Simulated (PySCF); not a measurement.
Geometry:
```
atom   x (Å)   y (Å)   z (Å)
  O1   2.725   0.289  -0.999
  B2   1.969   0.523   0.105
  O3   2.558   1.119   1.182
  C4   0.462   0.099   0.066
  C5  -0.384   0.061   1.110
  C6  -1.738  -0.462   0.732
  F7  -2.763   0.282   1.280
  C8  -1.726  -0.379  -0.793
  C9  -0.241  -0.396  -1.179
 H10   3.632   0.589  -0.877
 H11   1.944   1.288   1.902
 H12  -0.149   0.312   2.150
 H13  -1.873  -1.497   1.101
 H14  -2.327  -1.159  -1.281
 H15  -2.168   0.597  -1.047
 H16   0.106  -1.419  -1.411
 H17  -0.007   0.208  -2.069
```

Geometry: PBE0-D3(BJ)/def2-SVP; GIAO shifts from PySCF 2.14, gas phase, non-relativistic, averaged over equivalent atoms.

At PBE0/pcSseg-1 (193 basis functions, 36 s wall time on 1 thread of an Arm Neoverse V1, shared host):
| atoms | δ (ppm) |
| --- | --- |
| O1/O3 | 115.5 |
| B2 | 25.4 |
| C4 | 151.5 |
| C5 | 151.4 |
| C6 | 100.7 |
| C8 | 35.4 |
| C9 | 35.2 |
| F7 | -195.9 |
| H12 | 6.30 |
| H13 | 5.66 |
| H10/H11 | 4.00 |
| H17 | 2.62 |
| H16 | 2.35 |
| H14 | 2.27 |
| H15 | 1.81 |

Shifts are taken against calculated references (same method and geometry level): 17O (σref 334.56) against H2O; 11B (σref 100.73) against BF3·OEt2; 13C (σref 184.41) and 1H (σref 31.27) vs TMS; CFCl3 for 19F (σref 177.25).

**Question.** Predict the values at mPW1PW91/pcSseg-1 on the same geometry.

**Answer.** 
```csv
atoms,δ at mPW1PW91/pcSseg-1,change
O1/O3,114.4,-1.1
B2,25.5,+0.1
C4,151.4,-0.1
C5,151.5,+0.1
C6,100.7,+0.0
C8,35.5,+0.1
C9,35.3,+0.1
F7,-195.7,+0.2
H12,6.28,-0.02
H13,5.64,-0.02
H10/H11,4.00,+0.00
H17,2.61,-0.01
H16,2.34,-0.01
H14,2.26,-0.01
H15,1.82,+0.01
```

Chemical shifts δ = σref − σ; H2O for 17O (σref 333.30); 11B (σref 100.80) vs BF3·OEt2; 13C (σref 183.54) and 1H (σref 31.32) against TMS; 19F (σref 177.88) against CFCl3, all at this level.

The largest change is at O1/O3 (oxygen bonded to B, H). Cost: 193 basis functions, 27 s wall time on 1 thread of an Arm Neoverse V1, shared host. The order of the carbon signals changes between the two levels.

A carbon bonded to boron is broadened by the quadrupolar boron nucleus and is often missing from a measured spectrum. Unscaled 19F shifts against computed CFCl3 carry errors that often reach 10 to 50 ppm. Experimental scales use liquid or dissolved standards, which lie at an offset from isolated H2O (liquid H2O: subtract about 36 ppm).
